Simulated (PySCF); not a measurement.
Two species compared at the same levels of theory.

First species: C₄H₅F₄NO.
Atom-mapped SMILES: `[CH3:1]/[N:2]=[CH:3]\[C@H:4]([F:5])[O:6][C:7]([F:8])([F:9])[F:10]` (hydrogens: H11, H12, H13 on C1; H14 on C3; H15 on C4)

Structure used (GFN2-xTB), in Å, numbered top down from 1:
```
atom  x, y, z in Å
C1    -2.0295    0.2892   -0.7025
N2    -1.9759    0.3156    0.7206
C3    -0.9816   -0.0026    1.4012
C4     0.3710   -0.5055    0.9052
F5     1.1320   -0.8816    1.9701
O6     1.0179    0.5501    0.2245
C7     2.0813    0.2429   -0.5143
F8     1.8077   -0.6896   -1.4475
F9     3.1199   -0.2275    0.1739
F10    2.4838    1.3286   -1.1566
H11   -1.1422   -0.1063   -1.2051
H12   -2.2025    1.3136   -1.0341
H13   -2.9085   -0.2937   -0.9807
H14   -1.0512    0.0688    2.4793
H15    0.2736   -1.3939    0.2593
```

Second species: C9H10.
Numbering: `[CH3:1][C:2]#[C:3][C@@H:4]1[CH:5]=[C:6]1[CH:7]1[CH2:8][CH2:9]1` (hydrogens: H10, H11, H12 on C1; H13 on C4; H14 on C5; H15 on C7; H16, H17 on C8; H18, H19 on C9)

Levels: PBE0/pcSseg-1 for dipole moment, HOMO energy, LUMO energy and HOMO–LUMO gap; GFN2-xTB for rotational constant A and rotational constant C. Geometries: GFN2-xTB. Each species is one conformer at its optimised geometry, gas phase, non-relativistic unless stated; the electronic structure was computed with PySCF and density fitting.

The conformers computed, where there is a choice (atom-mapped SMILES and torsion angles):
- `[CH3:1]/[N:2]=[CH:3]\[C@H:4]([F:5])[O:6][C:7]([F:8])([F:9])[F:10]`: N2–C3–C4–F5 -173°, C3–C4–O6–C7 -167°, C4–O6–C7–F8 57°
- `[CH3:1][C:2]#[C:3][C@@H:4]1[CH:5]=[C:6]1[CH:7]1[CH2:8][CH2:9]1`: C5–C6–C7–C8 -34°

**Question.** Which has the higher rotational constant A?

**Answer.** The second: 3.898 GHz against 2.061 GHz, a difference of 1.837 GHz.

**Question.** Which of the two has the higher rotational constant C, and by how much?

**Answer.** The first: 0.732 GHz against 0.658 GHz, a difference of 0.074 GHz.

**Question.** Which has the higher HOMO energy?

**Answer.** The second: -6.54 eV against -7.64 eV, a difference of 1.10 eV.

**Question.** Which has the higher dipole moment?

**Answer.** The first: 1.86 D against 1.43 D, a difference of 0.43 D.

**Question.** Which has the higher LUMO energy?

**Answer.** The second: 0.16 eV against -0.94 eV, a difference of 1.10 eV.

On the first: A dipole of 1.86 D is allowed in C1, and pure rotational transitions are dipole-allowed. The dipole equals about 6.2 × 10⁻³⁰ C·m (1 D = 3.33564 × 10⁻³⁰ C·m).

On the second: In atomic units the dipole is 0.56 e·bohr (1 au = 2.5417 D).
